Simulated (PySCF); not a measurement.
Compound: C3H12BNSi.
Numbering: `[CH3:1][N:2]([CH3:3])[BH:4][CH2:5][SiH3:6]` (hydrogens: H7, H8, H9 on C1; H10, H11, H12 on C3; H13 on B4; H14, H15 on C5; H16, H17, H18 on Si6)

Torsions of this conformer, `[CH3:1][N:2]([CH3:3])[BH:4][CH2:5][SiH3:6]`: C1–N2–B4–C5 178°, N2–B4–C5–Si6 -88°.

The closed-shell ground state was solved at several levels (PySCF, density fitting, gas phase, non-relativistic). Isolated species at its PBE0-D3(BJ)/def2-SVP geometry (one conformer only).

| level | basis functions | total energy (Eh) | HOMO (eV) | LUMO (eV) | gap (eV) | dipole (D) |
| --- | --- | --- | --- | --- | --- | --- |
| wB97X-D/def2-SVPD | 220 | -490.3821 | -9.01 | 1.86 | 10.87 | 1.79 |
| PBE0/pcSseg-1 | 169 | -490.2595 | -7.16 | 0.33 | 7.49 | 1.96 |

**Question.** Estimate the row for HF/pcSseg-1, a basis of 169 functions; the other rows only guide the guess.

**Answer.** Total energy -488.6389 Eh, HOMO -10.14 eV, LUMO 3.74 eV, gap 13.88 eV, dipole 1.71 D.

**Question.** Over all these levels, which gives the widest orbital gap and which the narrowest?

**Answer.** HF/pcSseg-1 (Hartree–Fock, all exact exchange) has the widest, 13.88 eV, and PBE0/pcSseg-1 (global hybrid, 25 % exact exchange) the narrowest, 7.49 eV. The two share the basis. From the narrowest to the widest the HOMO moves by -2.98 eV and the LUMO by +3.41 eV. The HOMO need not be the same orbital at Hartree–Fock and at DFT levels.

**Question.** How far do the dipole and the HOMO energy spread over the levels?

**Answer.** The dipole runs from 1.71 to 1.96 D (mean 1.82 D) and the HOMO from -10.14 to -7.16 eV.

wB97X-D is run here without its empirical dispersion term; that term would change no orbital, density or response property at a fixed geometry.
